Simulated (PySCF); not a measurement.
Vertical excitations of a molecule C₂H₉ClOSi₂ from TDA-B3LYP/def2-SVPD in PySCF, as energy in eV (oscillator strength): 5.87 (0.006), 6.07 (0.000), 6.62 (0.003), 6.94 (0.022), 7.20 (0.130), 7.23 (0.031). Lowest triplet (TDA): 5.32 eV. The structure is a stationary point at B3LYP-D3(BJ)/def2-SVP. One conformer was computed; it need not be the lowest.

Q: Which molecule gave these data?
A) CCO[SiH2][SiH2]Cl
B) C[C@H](O)[SiH2][SiH2]Cl
C) O[SiH2]CC[SiH2]Cl
D) CC[Si@H](O)[SiH2]Cl

A: A, CCO[SiH2][SiH2]Cl
